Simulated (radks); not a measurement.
The numbers below are computed, except where a source is named.
Species: Gd. Configuration: [Xe] 4f7 5d1 6s2 (the NIST ground configuration).

Level of theory: scalar-relativistic Kohn-Sham, LB94 model potential, spin-polarised, spherical densities, finite nucleus; open shells are filled with parallel spins first (spin-orbit coupling, left out, can overturn this in heavy ions); Fermi nuclear charge, rms radius 5.1569 fm (a radial shooting solver on a logarithmic mesh with Libxc functionals).

Energy parts (eV):
kinetic: 330236.14
electron-nucleus: -749541.01
Hartree: 119399.83
(The LB94 potential has no energy functional, so no total or exchange-correlation energy is given.)

Orbitals (lengths in bohr, moments of r in powers of bohr; r(max) is where P^2 peaks):
orbital,occ.,eigenvalue (eV),r(max),<r^4>
1s up,1,-50290.82,0.01391,1.134e-06
1s down,1,-50290.82,0.01391,1.134e-06
2s up,1,-8321.370,0.07893,0.0001800
2s down,1,-8321.436,0.07893,0.0001800
2p up,3,-7411.872,0.06386,0.0001343
2p down,3,-7411.919,0.06386,0.0001343
3s up,1,-1854.640,0.2243,0.006966
3s down,1,-1854.817,0.2243,0.006948
3p up,3,-1572.271,0.2200,0.007286
3p down,3,-1572.371,0.2200,0.007262
3d up,5,-1198.158,0.1798,0.005806
3d down,5,-1198.253,0.1798,0.005781
4s up,1,-376.6200,0.5157,0.1740
4s down,1,-372.3033,0.5157,0.1740
4p up,3,-284.0429,0.5386,0.2278
4p down,3,-279.7704,0.5387,0.2279
4d up,5,-155.7274,0.5600,0.3570
4d down,5,-151.5104,0.5601,0.3576
4f up,7,-16.5698,0.5682,2.173
4f down,0,-12.6995,0.5683,2.624
5s up,1,-56.0729,1.185,5.654
5s down,1,-52.6377,1.192,6.016
5p up,3,-33.0311,1.343,11.15
5p down,3,-30.2293,1.363,12.30
5d up,1,-6.9841,1.881,107.5
5d down,0,-5.5984,1.968,154.9
6s up,1,-7.4903,3.152,383.0
6s down,1,-6.6661,3.233,461.6

The highest occupied level is 6s down at -6.666 eV. The configuration is held as typed, so some empty levels lie below it. The spin density at the nucleus is 7.627 e/bohr^3 (1s 0.012, 2s 0.552, 3s -4.860, 4s 0.613, 5s 9.097, 6s 2.212). The electron density at the nucleus is 6.584e+05 e/bohr^3 (large components only). For comparison, the ionisation energy in NIST's Atomic Spectra Database is 6.150 eV (measured). In exact Kohn-Sham theory the highest level is minus the ionisation energy, but local and semilocal functionals leave it too shallow, through self-interaction and a potential that decays too fast; potentials with the right tail come closer. Summed over all electrons, <r^2> = 75.72 bohr^2, which gives a Langevin (diamagnetic) susceptibility term of -60 x 10^-6 cm^3/mol. Spin moment in Bohr magnetons: 8.
